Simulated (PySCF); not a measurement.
H₂Cl₃F₃Si₃, SMILES F[Si](F)(F)[SiH2][Si](Cl)(Cl)Cl, singlet (GFN2-xTB optimised geometry):

```
11

F      1.160     1.262     2.932
Si     2.187     0.860     1.787
F      2.901     2.243     1.468
F      3.318     0.091     2.597
Si     1.292    -0.250     0.000
Si    -1.046    -0.250     0.000
Cl    -1.807    -1.218     1.611
Cl    -1.800     1.633     0.000
Cl    -1.749    -1.186    -1.656
H      1.799     0.367    -1.237
H      1.800    -1.633     0.001
```

Method: PBE/def2-TZVP (PySCF).

What are the frontier orbital energies and the dipole moment?

HOMO-2 -8.43 eV, HOMO-1 -8.13 eV, HOMO -7.90 eV, LUMO -2.43 eV, LUMO+1 -2.24 eV; dipole moment 2.44 D.

Meta-Löwdin charges at PBE/def2-TZVP: F1 -0.47, Si2 1.40, F3 -0.46, F4 -0.46, Si5 0.00, Si6 0.74, Cl7 -0.23, Cl8 -0.24, Cl9 -0.24, H10 -0.02, H11 -0.02.
